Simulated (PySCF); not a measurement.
Species: C₆H₇GeNOS.
Bonds: Ge1–O2, O2–C3, C3–C4 (aromatic), C4–S5 (aromatic), S5–C6 (aromatic), C6–C7 (aromatic), C7–C8 (aromatic), C8–N9 (aromatic), N9–C10 (aromatic), C3–C10 (aromatic), C6–C10 (aromatic). Hydrogens: H11, H12, H13 on Ge1; H14 on C4; H15 on C7; H16 on C8; H17 on N9.

A GFN2-xTB structure was refined with PBE0-D3(BJ)/def2-SVP geometry optimisation, gas phase (PySCF). Its GFN2-xTB values:

| coordinate | GFN2-xTB |
| --- | --- |
| Ge1–O2 | 1.738 Å |
| Ge1–H11 | 1.505 Å |
| O2–C3 | 1.344 Å |
| C3–C4 | 1.355 Å |
| C3–C10 | 1.437 Å |
| C4–S5 | 1.711 Å |
| C4–H14 | 1.117 Å |
| S5–C6 | 1.737 Å |
| C6–C7 | 1.416 Å |
| C6–C10 | 1.386 Å |
| C7–C8 | 1.379 Å |
| C7–H15 | 1.063 Å |
| C8–N9 | 1.380 Å |
| C8–H16 | 1.067 Å |
| N9–C10 | 1.367 Å |
| N9–H17 | 1.013 Å |
| Ge1–O2–C3 | 125.9° |
| O2–C3–C4 | 129.6° |
| O2–C3–C10 | 122.4° |
| C3–C4–S5 | 117.3° |
| C4–C3–C10 | 107.9° |
| C4–S5–C6 | 89.3° |
| S5–C6–C7 | 140.1° |
| C7–C6–C10 | 108.6° |
| Ge1–O2–C3–C4 | 0° |

Question: How do these coordinates change at the PBE0-D3(BJ)/def2-SVP level?

Answer: 
```json
{"coordinate": "Ge1–O2", "PBE0-D3(BJ)/def2-SVP (Å or °)": "1.802", "change": "+0.064"}
{"coordinate": "C4–S5", "PBE0-D3(BJ)/def2-SVP (Å or °)": "1.746", "change": "+0.035"}
{"coordinate": "Ge1–H11", "PBE0-D3(BJ)/def2-SVP (Å or °)": "1.537", "change": "+0.032"}
{"coordinate": "C4–H14", "PBE0-D3(BJ)/def2-SVP (Å or °)": "1.089", "change": "-0.028"}
{"coordinate": "C7–H15", "PBE0-D3(BJ)/def2-SVP (Å or °)": "1.087", "change": "+0.024"}
{"coordinate": "C8–H16", "PBE0-D3(BJ)/def2-SVP (Å or °)": "1.088", "change": "+0.021"}
{"coordinate": "C3–C4", "PBE0-D3(BJ)/def2-SVP (Å or °)": "1.375", "change": "+0.020"}
{"coordinate": "C3–C10", "PBE0-D3(BJ)/def2-SVP (Å or °)": "1.427", "change": "-0.010"}
{"coordinate": "C8–N9", "PBE0-D3(BJ)/def2-SVP (Å or °)": "1.372", "change": "-0.008"}
{"coordinate": "S5–C6", "PBE0-D3(BJ)/def2-SVP (Å or °)": "1.731", "change": "-0.006"}
{"coordinate": "C6–C10", "PBE0-D3(BJ)/def2-SVP (Å or °)": "1.392", "change": "+0.006"}
{"coordinate": "C6–C7", "PBE0-D3(BJ)/def2-SVP (Å or °)": "1.421", "change": "+0.005"}
{"coordinate": "N9–H17", "PBE0-D3(BJ)/def2-SVP (Å or °)": "1.009", "change": "-0.004"}
{"coordinate": "C7–C8", "PBE0-D3(BJ)/def2-SVP (Å or °)": "1.383", "change": "+0.004"}
{"coordinate": "O2–C3", "PBE0-D3(BJ)/def2-SVP (Å or °)": "1.347", "change": "+0.003"}
{"coordinate": "N9–C10", "PBE0-D3(BJ)/def2-SVP (Å or °)": "1.365", "change": "-0.002"}
{"coordinate": "C3–C4–S5", "PBE0-D3(BJ)/def2-SVP (Å or °)": "113.5", "change": "-3.8"}
{"coordinate": "Ge1–O2–C3", "PBE0-D3(BJ)/def2-SVP (Å or °)": "122.4", "change": "-3.5"}
{"coordinate": "C4–C3–C10", "PBE0-D3(BJ)/def2-SVP (Å or °)": "110.2", "change": "+2.3"}
{"coordinate": "C4–S5–C6", "PBE0-D3(BJ)/def2-SVP (Å or °)": "91.0", "change": "+1.7"}
{"coordinate": "O2–C3–C10", "PBE0-D3(BJ)/def2-SVP (Å or °)": "121.0", "change": "-1.4"}
{"coordinate": "S5–C6–C7", "PBE0-D3(BJ)/def2-SVP (Å or °)": "141.4", "change": "+1.3"}
{"coordinate": "C7–C6–C10", "PBE0-D3(BJ)/def2-SVP (Å or °)": "107.8", "change": "-0.8"}
{"coordinate": "O2–C3–C4", "PBE0-D3(BJ)/def2-SVP (Å or °)": "128.9", "change": "-0.7"}
{"coordinate": "Ge1–O2–C3–C4", "PBE0-D3(BJ)/def2-SVP (Å or °)": "6", "change": "+6"}
```

The energy falls by 0.200 eV over 10 energy and gradient evaluations, the largest force component goes from 0.0459 to 2.9e-04 Eh/bohr, and the atoms move by 0.074 Å rms after alignment. The bond that changes most is Ge1–O2 (ends: germanium bonded to O and 3 H; oxygen bonded to C and Ge), which lengthens by 0.064 Å. Bonds longer at the end by more than 0.005 Å: 8 of 18; shorter: 5. Rotational constants go from 1882, 434.9, 354.8 to 1868, 434.3, 354.1 MHz.

The run used 197 basis functions and 72 SCF cycles in all. On one thread, Arm Neoverse V1 (aarch64), shared host with 32 logical CPUs at a one-minute load of 10, this took 4.2 min of wall time and 0.92 GiB of memory at its peak.

PBE0-D3(BJ)/def2-SVP frequencies: not computed here. The numbers are those of one conformer.

Shape of the structure used: `[GeH3:1][O:2][c:3]1[cH:4][s:5][c:6]2[cH:7][cH:8][nH:9][c:10]12`: Ge1–O2–C3–C4 6°.
